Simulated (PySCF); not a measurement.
Isomers of C5H5F3Si, mass 150.011 u with the commonest isotopes. Theory: CAM-B3LYP/def2-SVPD in PySCF (dipole) on a GFN2-xTB geometry, gas phase. One conformer each, none proved a minimum here; rigid rotors.

**Question.** Order these by out-of-plane moment Σ m c² = (Ia + Ib − Ic)/2, smallest first.
A. `[CH2:1]=[C:2]1[SiH2:3][C@H:4]1[C:5]([F:6])=[C:7]([F:8])[F:9]` with Si3–C4–C5–F6 34°
B. `[CH2:1]=[CH:2][C:3]1([Si:4]([F:5])([F:6])[F:7])[CH:8]=[CH:9]1` with C1–C2–C3–Si4 -177°
C. `C#C[Si]1(C(F)(F)F)CC1`
D. `[CH:1]#[C:2][SiH2:3]/[CH:4]=[CH:5]/[C:6]([F:7])([F:8])[F:9]` with C2–Si3–C4–C5 7°

**Answer.** D (47.03 u·Å²), C (64.61 u·Å²), B (74.16 u·Å²), A (106.14 u·Å²).

**Question.** Order these by rotational constant A, smallest first.
A. `C#C[Si]1(C(F)(F)F)CC1`
B. `[CH2:1]=[C:2]1[SiH2:3][C@H:4]1[C:5]([F:6])=[C:7]([F:8])[F:9]` with Si3–C4–C5–F6 34°
C. `[CH2:1]=[CH:2][C:3]1([Si:4]([F:5])([F:6])[F:7])[CH:8]=[CH:9]1` with C1–C2–C3–Si4 -177°
D. `[CH:1]#[C:2][SiH2:3]/[CH:4]=[CH:5]/[C:6]([F:7])([F:8])[F:9]` with C2–Si3–C4–C5 7°

**Answer.** A (1590 MHz), C (2237 MHz), B (2369 MHz), D (2523 MHz).

**Question.** Order these by rotational constant B, smallest first.
A. `[CH2:1]=[CH:2][C:3]1([Si:4]([F:5])([F:6])[F:7])[CH:8]=[CH:9]1` with C1–C2–C3–Si4 -177°
B. `C#C[Si]1(C(F)(F)F)CC1`
C. `[CH2:1]=[C:2]1[SiH2:3][C@H:4]1[C:5]([F:6])=[C:7]([F:8])[F:9]` with Si3–C4–C5–F6 34°
D. `[CH:1]#[C:2][SiH2:3]/[CH:4]=[CH:5]/[C:6]([F:7])([F:8])[F:9]` with C2–Si3–C4–C5 7°

**Answer.** D (626.9 MHz), C (769.9 MHz), A (1025 MHz), B (1243 MHz).

| SMILES | point group | Ia (u·Å²) | Ib (u·Å²) | Ic (u·Å²) | κ | μa (D) | μb (D) | μc (D) |
| --- | --- | --- | --- | --- | --- | --- | --- | --- |
| C=CC1([Si](F)(F)F)C=C1 | near Cs | 225.94 | 492.98 | 570.60 | -0.79 | 3.47 | 1.19 | 0.03 |
| C#C[Si]1(C(F)(F)F)CC1 | Cs | 317.79 | 406.51 | 595.07 | 0.06 | 2.95 | 0.58 | 0.00 |
| C=C1[SiH2][C@H]1C(F)=C(F)F | C1 | 213.34 | 656.39 | 657.45 | -1.00 | 2.73 | 0.76 | 0.54 |
| C#C[SiH2]/C=C/C(F)(F)F | near Cs | 200.34 | 806.16 | 912.44 | -0.93 | 2.77 | 0.17 | 0.01 |
